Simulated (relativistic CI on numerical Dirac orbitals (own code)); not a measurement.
## Electric-dipole lines of Pm¹⁴⁺

Computed by Dirac-Coulomb-Breit CI, separate exchange-only KLI orbitals for each configuration, model QED (radiative potential, 1s self-energy scaled to tabulated hydrogen-like ionisation energies), unscaled Slater integrals (own radial code, finite nucleus).

Configurations in the expansion (outside the closed core [Kr]): 4d10 5s, 4d10 4f, 4d10 5p, 4d10 5d, 4d10 5f, 4d9 5s 4f, 4d10 5g, 4d10 6s, 4d10 6p, 4d9 5s2, 4d10 6d, 4d9 5s 5p, 4d10 7s, 4d10 6f, 4d10 7p, 4d10 7d, 4d10 8s, 4d9 5s 5d, 4d10 9s. Double excitations out of closed p, d and f shells are left out; levels of such configurations are missing from the list, as are those of other unlisted configurations, and high levels can miss mixing partners.

| λ vac (Å) | Lower | Upper | A (s⁻¹) | log gf | S velocity/length |
| --- | --- | --- | --- | --- | --- |
| 71.611 | 4d10 5s 2S_1/2 [2] | 4d10 7p 2P°_3/2 [82] | 5.95e+11 | 0.26 | 0.47 |
| 72.267 | 4d10 5s 2S_1/2 [2] | 4d10 7p 2P°_1/2 [81] | 9.68e+11 | 0.18 | 0.49 |
| 73.911 | 4d10 5s 2S_1/2 [2] | 4d9 5s 4f 2P°_3/2 [76] | 2.27e+12 | 0.87 | 0.56 |
| 73.965 | 4d10 5s 2S_1/2 [2] | 4d9 5s 4f 2P°_1/2 [75] | 2.79e+12 | 0.66 | 0.55 |
| 74.209 | 4d10 5s 2S_1/2 [2] | 4d9 5s 5p 4D°_3/2 [73] | 1.59e+12 | 0.72 | 0.59 |
| 75.966 | 4d10 5s 2S_1/2 [2] | 4d9 5s 5p 2P°_1/2 [68] | 7.11e+11 | 0.09 | 0.79 |
| 75.999 | 4d10 5s 2S_1/2 [2] | 4d9 5s 5p 2P°_3/2 [66] | 3.44e+11 | 0.08 | 0.79 |
| 86.050 | 4d10 4f 2F°_5/2 [1] | 4d10 5g 2G_7/2 [53] | 3.64e+11 | 0.51 | 0.97 |
| 86.441 | 4d10 4f 2F°_7/2 [3] | 4d10 5g 2G_9/2 [52] | 3.78e+11 | 0.63 | 0.97 |
| 174.17 | 4d10 4f 2F°_7/2 [3] | 4d10 5d 2D_5/2 [7] | 2.96e+10 | -0.09 | 0.84 |
| 231.51 | 4d10 5d 2D_5/2 [7] | 4d10 6p 2P°_3/2 [16] | 3.62e+10 | 0.07 | 0.94 |
| 259.54 | 4d9 5s 5p 4F°_7/2 [58] | 4d9 5s 5d 4G_9/2 [91] | 5.65e+10 | 0.76 | 0.90 |
| 267.00 | 4d10 5p 2P°_1/2 [4] | 4d10 5d 2D_3/2 [6] | 5.58e+10 | 0.38 | 0.95 |
| 272.37 | 4d10 5d 2D_3/2 [6] | 4d10 5f 2F°_5/2 [9] | 8.01e+10 | 0.73 | 0.94 |
| 278.87 | 4d10 5d 2D_5/2 [7] | 4d10 5f 2F°_7/2 [10] | 8.12e+10 | 0.88 | 0.94 |
| 286.39 | 4d9 5s 5p 2F°_7/2 [74] | 4d9 5s 5d 2G_9/2 [114] | 4.94e+10 | 0.78 | 0.87 |
| 286.40 | 4d9 5s 5p 4F°_9/2 [63] | 4d9 5s 5d 4G_11/2 [95] | 5.62e+10 | 0.92 | 0.87 |
| 304.20 | 4d10 5p 2P°_3/2 [5] | 4d10 5d 2D_5/2 [7] | 4.81e+10 | 0.60 | 0.94 |
| 343.98 | 4d9 5s2 2D_5/2 [44] | 4d9 5s 5p 2D°_5/2 [80] | 4.12e+10 | 0.64 | 0.74 |
| 358.32 | 4d9 5s2 2D_5/2 [44] | 4d9 5s 5p 2F°_7/2 [79] | 3.68e+10 | 0.75 | 0.73 |
| 405.30 | 4d10 5s 2S_1/2 [2] | 4d10 5p 2P°_3/2 [5] | 1.19e+10 | 0.07 | 0.45 |
| 427.92 | 4d10 5f 2F°_7/2 [10] | 4d10 6d 2D_5/2 [55] | 1.23e+10 | 0.31 | 1.04 |
| 433.73 | 4d10 5f 2F°_5/2 [9] | 4d10 6d 2D_3/2 [54] | 1.28e+10 | 0.16 | 1.03 |
| 442.50 | 4d10 5f 2F°_5/2 [9] | 4d10 5g 2G_7/2 [53] | 2.55e+10 | 0.78 | 1.03 |
| 446.21 | 4d10 5f 2F°_7/2 [10] | 4d10 5g 2G_9/2 [52] | 2.58e+10 | 0.89 | 1.03 |
| 551.33 | 4d10 6d 2D_3/2 [54] | 4d10 6f 2F°_5/2 [71] | 2.36e+10 | 0.81 | 1.00 |
| 556.50 | 4d10 6p 2P°_1/2 [11] | 4d10 6d 2D_3/2 [54] | 1.45e+10 | 0.43 | 0.99 |
| 565.31 | 4d10 6d 2D_5/2 [55] | 4d10 6f 2F°_7/2 [72] | 2.29e+10 | 0.94 | 1.00 |
| 623.71 | 4d10 6p 2P°_3/2 [16] | 4d10 6d 2D_5/2 [55] | 1.19e+10 | 0.62 | 0.98 |
| 886.51 | 4d10 6s 2S_1/2 [8] | 4d10 6p 2P°_3/2 [16] | 3.11e+09 | 0.17 | 1.02 |

Terms are leading LS components. Brackets give the number of a level in order of energy, since labels repeat. The list gives strong lines, with weight on those to low levels. Levels whose partners in the same complex of configurations lie outside the list can be far off, and so can their lines. Rates are taken at the computed energies, electric ones in the length gauge. A velocity-to-length ratio far from 1 marks an uncertain rate.

At this charge transitions that keep the count of f electrons are usually good to a few per cent. Levels and lines within the n = 5 or 6 shells can be off by up to 10 % or somewhat more, and those that change n by about 2 %, since core polarisation is missing. Levels that differ in their count of f electrons can be misplaced by several ten thousand cm⁻¹, since the correlation energy of f electrons is missing or only estimated; rates across such gaps can be off by orders of magnitude. The computed lowest level isn't the tabulated ground level, which NIST ASD gives as 5s 2S1/2; for such ions that label comes from theory and may be the wrong one.

LS names give the leading component of a level, which can be under half, so a name can repeat, a term be missing and a line seem to break the LS rules.
